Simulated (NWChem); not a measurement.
System: H₃SO₄ cation; SMILES O=S(O)(=[OH+])O

```xyz
8

O      0.0007    -0.1943    -1.5552
S      0.0000    -0.0151    -0.1215
O     -0.9416     1.1070     0.4631
O      1.3718     0.3665     0.5567
O     -0.4313    -1.2510     0.7582
H     -0.9280     1.9337    -0.0855
H      2.1350    -0.1382     0.1725
H     -1.2066    -1.7356     0.3725
```
Atoms are numbered in this order, from 1.

Level: PBE-D3(BJ)/def2-SVP (NWChem), optimised geometry, unscaled harmonic frequencies. 

```tsv
frequency (cm⁻¹)	IR intensity (km/mol)
214	90.3
215	90.0
378	86.9
379	69.8
379	106.9
456	29.9
456	29.9
461	12.9
804	24.1
907	301.1
907	301.3
1067	81.5
1097	53.1
1097	53.2
1351	203.8
3530	457.2
3530	457.8
3542	26.1
```

| Item | Result |
|---|---|
| zero-point energy | 29.7 kcal/mol |
| thermal correction to the enthalpy at 298.15 K (with zero-point energy) | 34.0 kcal/mol |
| heat capacity Cv | 20.8 cal/(mol K) |
| entropy at 298.15 K and 1 atm (symmetry number 3) | 73.2 cal/(mol K) |

Rigid rotor and harmonic oscillator.
